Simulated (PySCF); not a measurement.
C2H6BFO2, SMILES C[C@@H](F)B(O)O. Atoms are numbered in the order given.

```xyz
12

C      1.7067    -0.7965     0.2057
C      0.4816    -0.0248     0.6718
F      0.8223     1.3434     0.7694
B     -0.7795    -0.1416    -0.3073
O     -1.2757     0.9840    -0.8704
O     -1.3707    -1.3295    -0.6108
H      1.4873    -1.8755     0.1518
H      2.0203    -0.4656    -0.7968
H      2.5530    -0.6569     0.8961
H      0.2093    -0.3504     1.6945
H     -0.7621     1.7487    -0.5703
H     -0.9704    -2.0912    -0.1783
```

The structure is a stationary point at B3LYP-D3(BJ)/def2-SVP. The structure was generated by enumeration; whether it is a known compound was not checked. The values are those of a single conformer.

These are PBE0/pcSseg-1 run with PySCF values and carry that method's errors.

GIAO shieldings, no solvent; atoms listed in one row are averaged. δ = σ(ref) − σ: ¹³C against TMS (σ = 186.3 ppm); ¹⁹F against CFCl3 (σ = 167.2 ppm); ¹¹B against BF3 (σ = 88.8 ppm); ¹⁷O against H2O (σ = 334.2 ppm); ¹H against TMS (σ = 31.56 ppm), references at their B3LYP-D3(BJ)/def2-TZVP geometries, non-relativistic.

```json
[
 {"nucleus": "¹³C", "atoms": "C2", "count": "1", "δ (ppm)": "86.0"},
 {"nucleus": "¹³C", "atoms": "C1", "count": "1", "δ (ppm)": "21.0"},
 {"nucleus": "¹⁹F", "atoms": "F3", "count": "1", "δ (ppm)": "-244.0"},
 {"nucleus": "¹¹B", "atoms": "B4", "count": "1", "δ (ppm)": "18.5"},
 {"nucleus": "¹⁷O", "atoms": "O5", "count": "1", "δ (ppm)": "130.2"},
 {"nucleus": "¹⁷O", "atoms": "O6", "count": "1", "δ (ppm)": "117.3"},
 {"nucleus": "¹H", "atoms": "H11", "count": "1", "δ (ppm)": "5.72"},
 {"nucleus": "¹H", "atoms": "H10", "count": "1", "δ (ppm)": "4.49"},
 {"nucleus": "¹H", "atoms": "H12", "count": "1", "δ (ppm)": "3.61"},
 {"nucleus": "¹H", "atoms": "H7, H8, H9", "count": "3", "δ (ppm)": "1.60"}
]
```
